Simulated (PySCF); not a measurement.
SMILES C#CCc1ccco1 (C7H6O) at its GFN2-xTB optimised geometry (Å):

```
14

C     -1.2156    -3.0869     2.3033
C     -1.2953    -2.4971     1.2658
C     -1.3734    -1.7605     0.0161
C     -0.3812    -0.6407     0.0000
C      0.9822    -0.6407     0.0000
C      1.3765     0.7203     0.0000
C      0.2252     1.4421     0.0018
O     -0.8442     0.6267     0.0031
H     -1.1538    -3.6116     3.2093
H     -2.3771    -1.3429    -0.0969
H     -1.1797    -2.4482    -0.8133
H      1.6222    -1.4993     0.0018
H      2.3771     1.1010    -0.0015
H      0.0368     2.4971     0.0003
```

Computed with PBE0/def2-TZVP in PySCF. Cells within 0.4 Å of a nucleus heavier than hydrogen are left out (blank, or x).

Map of the HOMO−1 amplitude (bohr^(-3/2)) on the plane z = 1.2 Å; orbital energy -7.87 eV, overall sign arbitrary:

```
|444444444444444444444444444|
|444444444444444444444444444|
|444444444444444444444444444|
|444444444444444444444444444|
|444444444444444444444444444|
|444444444444444444444444444|
|444444444444444444444444444|
|444444444444444444444444444|
|444444444554444444444444444|
|444444455555444444444444444|
|444444455555444444444444444|
|444444555555544444444444444|
|444444555555544444444444444|
|444444555555544444444444444|
|444444444555444444444444444|
|444444444444444444444444444|
|444444444444444444444444444|
|444444443344454444444444444|
|444444432245555544444444444|
|444444320046655554444444444|
|444444320xx8765555444444444|
|444444333xx9765555544444444|
|444444445799765555544444444|
|444444445787765555544444444|
|444444455666665555544444444|
|444444455566555555544444444|
|444444555555555555444444444|
```
Scale: ten equal steps from -0.166 (start of '0') to 0.169 (end of '9'), in the order '0123456789'; x runs from -4.50 to 4.50, y from -4.50 (bottom) to 4.50 (top).
